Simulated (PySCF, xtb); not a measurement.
C2H8O2Si, SMILES C[C@H](O)[SiH2]O. Other conformers were not sampled.

Harmonic wavenumbers (cm⁻¹) from GFN2-xTB in xtb at its own minimum, in rising order: 52, 142, 218, 239, 283, 290, 344, 418, 536, 600, 671, 723, 783, 831, 911, 937, 1000, 1074, 1093, 1193, 1275, 1340, 1407, 1495, 1503, 2216, 2325, 2931, 3007, 3015, 3046, 3553, 3635.

**Question.** What does PBE-D3(BJ)/def2-SVP (PySCF 2.14.0) give at its own minimum? (An estimate is asked for; the answer gives what the named calculation found.)

**Answer.** 64, 164, 231, 278, 288, 355, 407, 522, 549, 677, 706, 806, 850, 882, 937, 962, 977, 1042, 1067, 1190, 1239, 1330, 1351, 1406, 1422, 2111, 2174, 2954, 2983, 3039, 3056, 3624, 3666. Paired by order, the mean absolute difference is 45 cm⁻¹ and the zero-point energies are 61.6 and 61.9 kcal/mol.
